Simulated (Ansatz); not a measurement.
# Reading a saddle point

A first-order saddle point of SiN$_{2}$H$_{6}$O$_{2}$, singlet, PBE0-D4/def2-TZVP, with one imaginary mode of 582i cm⁻¹:

```xyz
11
angstrom
Si -0.2042 0.3281 0.1445
O 0.7506 0.3974 -1.5150
O -0.8263 1.6736 -0.3418
H 0.0837 1.2410 -1.4749
N 0.9066 0.2604 1.4130
N -1.0266 -1.1603 0.0688
H 0.4534 -0.2499 -2.1636
H 1.4110 1.0894 1.6774
H 1.3585 -0.5820 1.7231
H -0.9685 -1.8190 0.8276
H -1.9383 -1.1787 -0.3591
```

Computed with Ansatz 0.2.0 (basis: def2-TZVPP and def2-QZVPP); correlated methods freeze the cores. Extrapolation: Hartree–Fock as exp(−7.88 √X), correlation as X^−2.97.

**Question.** Which contacts change along the imaginary mode, and what lies on either side? (Judge from chemistry; the calculation decides.)

**Answer.** The calculation gives: The step is SiN₂H₆O₂ ([NH2][Si]([NH2])([OH])[OH]) → SiN₂H₄O ([NH2][Si]([NH2])[O]) + H₂O (still joined by a long Si–O bond), with the molecules in contact on both sides. Shortening one way: O2–H4; lengthening the same way: Si1–O2, O3–H4.
```csv
pair,one side (Å),saddle (Å),other side (Å)
O2–H4,2.54,1.08,0.98
Si1–O2,1.65,1.92,2.01
O3–H4,0.96,1.52,2.08
```

**Question.** Which side is lower, and how far does the saddle lie above each? (To be estimated.)

**Answer.** By the calculation: The side with Si1–O2, O3–H4 short is lower by 48.43 kcal/mol; the saddle lies 50.93 kcal/mol above it and 2.50 kcal/mol above the other (CCSD(T) at an estimated basis limit (MP2 extrapolated from triple and quadruple zeta, plus CCSD(T) − MP2 in triple zeta); electronic energies).

No T1 diagnostic of these runs exceeds 0.013.

Labels in which every atom is bracketed show which atoms are joined, not bond orders.

For scale, one of the runs: CCSD(T)/def2-TZVPP, 250 basis functions, launched by `ansatz run in.yaml --threads 8 --pin off --events-out ev --progress --plain --max-ram 19148MiB`. The run took 62 s on 8 CPU threads of a Oxide Virtual Turin-like (shared host), with 5.6 GiB of host memory at its peak.
